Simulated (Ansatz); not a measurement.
BF₃. The state is a triplet with charge 0. Geometry PBE-D4/def2-TZVP, that of the neutral singlet; atoms count from 1.

```tsv
atom	x (Å)	y (Å)	z (Å)
B1	0.000	0.000	0.000
F2	1.323	0.088	0.019
F3	-0.736	0.959	0.545
F4	-0.587	-1.046	-0.564
```

At PBE0-D4/def2-TZVP a singlet of charge 0 lies 10.20 eV below the triplet at the same geometry.

(1) Estimate the Mulliken populations from the PBE0/def2-TZVP orbitals of Ansatz.

(2) Where does the spin sit?

(3) And the Mayer bond orders between heavy atoms (over 0.3)?

## Answers

(1) 
| atom | charge (e) | spin (α − β) |
| --- | --- | --- |
| B1 | 0.11 | 0.94 |
| F2 | -0.04 | 0.35 |
| F3 | -0.04 | 0.35 |
| F4 | -0.04 | 0.35 |
Mulliken values depend strongly on the basis.

(2) Summed by element: B 0.94, F 1.06, of 2 unpaired in all. Largest on single atoms: B1 0.94, F4 0.35, F3 0.35.

(3) B1–F2 0.91 (1.33 Å); B1–F3 0.91 (1.33 Å); B1–F4 0.91 (1.33 Å).
